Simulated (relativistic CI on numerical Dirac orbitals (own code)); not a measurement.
Computed by Dirac-Coulomb-Breit CI, KLI orbitals optimised for each configuration, QED by a radiative potential, unscaled Slater integrals (own radial code, finite nucleus).

The strongest absorption lines from the ground level of an ion, among the configurations computed and to levels below about 771 eV (vacuum wavelength in Å, gf): 25.680 (0.55), 26.315 (1.2), 26.499 (0.038), 30.059 (0.14), 30.951 (0.22), 89.552 (2.2), 113.71 (0.051), 132.87 (0.00056).

(1) Which ion is it?
A. As¹⁵⁺
B. Rb¹⁷⁺
C. Rb²¹⁺
D. Rb¹⁹⁺

Results:

(1) D. Rb¹⁹⁺ has 18 electrons and the ground level 3s2 3p6 1S_0; the strongest line goes to 3s2 3p5 3d 1P°_1. The pattern of lines fixes the number of electrons, and along that sequence the line energies rise steadily with the charge (about as its square where n changes within one kind of shell, about linearly where n is kept but much faster in heavy ions where fine structure, which grows about as Z⁴, sets the gap, and irregularly where shells cross), which fixes Z. Configurations outside the model, such as inner-shell arrays, can give stronger lines. At this charge energies of transitions that change n are usually good to better than 1 %, and those within a shell (Δn = 0) to a few per cent.

LS names give the leading component of a level, which can be under half, so a name can repeat, a term be missing and a line seem to break the LS rules.
